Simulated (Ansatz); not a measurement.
Computed with Ansatz on PBE0-D4/def2-TZVP structures; ΔE is electronic, products minus reactants. CCSD(T)/CBS adds triple-zeta CCSD(T) − MP2 to the extrapolated MP2 energy (def2 sets, frozen cores). This one scheme is used for every species. DFT in def2-TZVPP. B3LYP here is the variant with VWN-RPA as its local correlation; programs differ in this. One conformer a species, not always the lowest.

Reaction (ligand exchange at the Si–S bond): `O[SiH]([SiH3])S` + `BO` → `BO[SiH](O)[SiH3]` + H₂S

(1) Is it downhill or uphill in electronic energy at CCSD(T)/CBS, and by how much? (An estimate is asked.)

(2) What do these levels give: B3LYP-D4, B2PLYP, HF/def2-TZVPP, MP2/def2-TZVPP, MP2/def2-QZVPP, HF/CBS(def2)? (Best estimate.)

Largest T1 diagnostic among the species: 0.014.

Answers

(1) Ansatz gave: Downhill: ΔE = -34.3 kJ/mol.

(2) Ansatz gave: B3LYP-D4 -35.1, B2PLYP -35.6, HF/def2-TZVPP -50.3, MP2/def2-TZVPP -33.2, MP2/def2-QZVPP -32.2, HF/CBS(def2) -52.5 kJ/mol.

In def2-TZVPP, CCSD(T) changes the Hartree–Fock value by +13.2 kJ/mol (the triples alone add +2.9 kJ/mol) and MP2 by +17.2 kJ/mol. From PBE to PBE0 (25 % exact exchange), in def2-TZVPP and without D4, ΔE moves by −4.9 kJ/mol.
